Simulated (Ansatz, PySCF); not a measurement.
Process, species as SMILES: O=CO → O=[C]O + H atom (the C-H bond at the site shown breaks; other sites are not compared here)
Each molecule is optimised on its own at B3LYP-D3(BJ)/def2-TZVP (Ansatz, a first-principles code), one conformer each, not searched for the lowest.

Wanted: bond dissociation energy (enthalpy at 298 K, with B3LYP-D3(BJ) rigid-rotor harmonic-oscillator terms from PySCF), in kcal/mol. Cores are frozen in the correlated levels unless marked. UHF or UKS for open shells. Spin-orbit coupling is left out. No relativistic terms. CBS(X,Y): correlation extrapolated as X^-3; Hartree-Fock from the larger set. The bracket is a focal-point correction in the basis named.

```json
[
 {"level": "HF/def2-TZVPD", "program": "PySCF", "bond dissociation energy (kcal/mol)": "78.3"}
]
```

What does RI-MP2/CBS(aug-cc-pVTZ,aug-cc-pVQZ)+[CCSD(T)-MP2]/aug-cc-pVTZ (Ansatz) give?

100.7 kcal/mol
